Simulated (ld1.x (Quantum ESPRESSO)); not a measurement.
# Configuration tests for Ba (TM)

barium (Ba), norm-conserving Troullier–Martins (Kleinman–Bylander form), made with ld1.x (Quantum ESPRESSO) 7.5 (PBEsol, scalar-relativistic). Core [Kr] 4d10, reference 5s2 5p6 5d0 6s1.5 6p0 (charge +0.5). Waves: 5p (bound): rc 1.75 bohr; 5d (bound, empty): rc 4.05 bohr; 5s (bound): rc 2.55 bohr. Local part: the s channel. Core correction: none.

Occupied shells without a wave of their own: 6s. They enter only through the test configuration that unscreens the potential.

Energies are relative to the spin-unpolarised reference configuration 5s2 5p6 5d0 6s1.5 6p0; without spin polarisation the order of configurations can differ from experiment. Not all tests gave a result: 1 of 7 tests not solved or not reliable. Left out of the table: 5s2 5p6 5d0 6s2 6p0 (an occupied level unbound or not found, printed error -2.7 eV).

**Question.** Give the all-electron excitation energy and the error of the potential for: 5s2 5p6 5d0 6s1 6p0; 5s2 5p6 5d0 6s0 6p0; 5s1 5p6 5d0 6s2 6p0; 5s2 5p6 5d0 6s0 6p1; 5s2 5p6 5d0 6s0 6p2; 5s2 5p6 5d0 6s1 6p1.

**Answer.**

| valence configuration | charge | ΔE all-electron (eV) | error AE − PS (meV) |
| --- | --- | --- | --- |
| 5s2 5p6 5d0 6s1 6p0 | +1 | 3.234 | +4381 |
| 5s2 5p6 5d0 6s0 6p0 | +2 | 13.128 | +12602 |
| 5s1 5p6 5d0 6s2 6p0 | +1 | 36.690 | +15078 |
| 5s2 5p6 5d0 6s0 6p1 | +1 | 5.831 | +13014 |
| 5s2 5p6 5d0 6s0 6p2 | 0 | 2.023 | +13328 |
| 5s2 5p6 5d0 6s1 6p1 | 0 | -0.097 | +1998 |

Levels in the configuration 5s2 5p6 5d0 6s1 6p1:

```csv
level,all-electron (eV),pseudo (eV)
5s,-34.866,-45.021
5p,-19.872,-29.787
6s,-3.819,-0.000
6p,-1.735,-2.098
```

These tests converged, but a pseudo level misses the all-electron one widely, so the file describes the atom poorly there or has found another state: 5s2 5p6 5d0 6s1 6p0: 6s by 6.5 eV; 5s2 5p6 5d0 6s0 6p1: empty 6s by 4.6 eV; 5s2 5p6 5d0 6s0 6p2: empty 6s by 3.0 eV; 5s2 5p6 5d0 6s1 6p1: 5s by 10.2 eV. ld1.x printed “convergence not achieved” for 6 of the counted tests; their residual had stalled under 1e-8, short of the target of 1e-14. The 6s level has no wave, so the channel is fitted at the deeper level alone: the likely source of the large errors.

A Bessel basis up to 400 Ry misses an occupied level by 0.78 Ry, so cutoffs and ghosts were not judged. The potential misses its own reference levels by up to 10.8 eV, so it is not fit for use.
